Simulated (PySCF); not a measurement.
A calculated (UHF, PySCF 2.14, cc-pVDZ-DK, the spin-free X2C one-electron Hamiltonian (Gaussian nucleus)) atom or ion has these occupied shells.

```json
{"shell": "1s α", "electrons": "1", "orbital energy (eV)": "-14445.1", "rms radius, mean of both spins (bohr)": "0.0478"}
{"shell": "1s β", "electrons": "1", "orbital energy (eV)": "-14444.6", "rms radius, mean of both spins (bohr)": "0.0478"}
{"shell": "2s α", "electrons": "1", "orbital energy (eV)": "-2001.7", "rms radius, mean of both spins (bohr)": "0.199"}
{"shell": "2s β", "electrons": "1", "orbital energy (eV)": "-2001.3", "rms radius, mean of both spins (bohr)": "0.199"}
{"shell": "2p α", "electrons": "3", "orbital energy (eV)": "-1769.8", "rms radius, mean of both spins (bohr)": "0.177"}
{"shell": "2p β", "electrons": "3", "orbital energy (eV)": "-1769.1", "rms radius, mean of both spins (bohr)": "0.177"}
{"shell": "3s α", "electrons": "1", "orbital energy (eV)": "-346.15", "rms radius, mean of both spins (bohr)": "0.564"}
{"shell": "3s β", "electrons": "1", "orbital energy (eV)": "-345.08", "rms radius, mean of both spins (bohr)": "0.564"}
{"shell": "3p α", "electrons": "3", "orbital energy (eV)": "-269.76", "rms radius, mean of both spins (bohr)": "0.581"}
{"shell": "3p β", "electrons": "3", "orbital energy (eV)": "-268.35", "rms radius, mean of both spins (bohr)": "0.581"}
{"shell": "3d α", "electrons": "5", "orbital energy (eV)": "-142.46", "rms radius, mean of both spins (bohr)": "0.610"}
{"shell": "3d β", "electrons": "5", "orbital energy (eV)": "-141.70", "rms radius, mean of both spins (bohr)": "0.610"}
{"shell": "4s α", "electrons": "1", "orbital energy (eV)": "-71.513", "rms radius, mean of both spins (bohr)": "1.58"}
{"shell": "4s β", "electrons": "1", "orbital energy (eV)": "-60.797", "rms radius, mean of both spins (bohr)": "1.58"}
{"shell": "4p α", "electrons": "3", "orbital energy (eV)": "-51.110", "rms radius, mean of both spins (bohr)": "1.78"}
```

**Question.** Name the element and its charge.

**Answer.** Kr³⁺ (krypton, charge +3), in [Ar] 3d10 4s2 4p3, high-spin 4S determinant.
